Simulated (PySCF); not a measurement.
**UHF on Sn (tin, neutral)**

Configuration: [Kr] 4d10 5s2 5p1 5d1, one real determinant (an excited configuration). Computed with PySCF 2.14 in aug-cc-pwCVDZ-PP with ECP28MDF (6s5p4d1f, 48 functions), with scalar relativity through the core potential.

```
Total energy                                                  : -213.100453 hartree
One-electron energy                                           : -374.0382 hartree
Hartree (Coulomb) energy                                      : 177.9646 hartree
Exchange energy                                               : -17.0269 hartree
⟨S²⟩                                                          : 2.0089
⟨L²⟩                                                          : 8.027
Sum of ⟨r⟩                                                    : 30.82 bohr
Sum of ⟨r²⟩                                                   : 71.37 bohr²
Traceless quadrupole moment −½Σ⟨3z² − r²⟩ along its main axis : 3.07 e·bohr²
```

| shell | electrons | mean orbital energy (hartree) | spread (hartree) | rms radius, mean of both spins (bohr) |
| --- | --- | --- | --- | --- |
| 4s α | 1 | -5.95159 | 0 | 0.879 |
| 4s β | 1 | -5.94732 | 0 | 0.879 |
| 4p α | 3 | -4.13717 | 0.00265 | 0.954 |
| 4p β | 3 | -4.13255 | 0.01491 | 0.954 |
| 4d α | 5 | -1.40114 | 0.01267 | 1.17 |
| 4d β | 5 | -1.39662 | 0.01748 | 1.17 |
| 5s α | 1 | -0.60176 | 0 | 2.57 |
| 5s β | 1 | -0.52540 | 0 | 2.57 |
| 5p α | 1 | -0.32041 | 0 | 3.28 |
| 5d α | 1 | -0.01825 | 0 | 5.16 |

⟨L²⟩ = 8.03 against 12 for a pure F term, so this real determinant mixes terms. Energies and moments cover only the electrons outside the core potential. The outer electron is Rydberg-like, and this basis confines it to a smaller radius and binds it less than a complete one would.
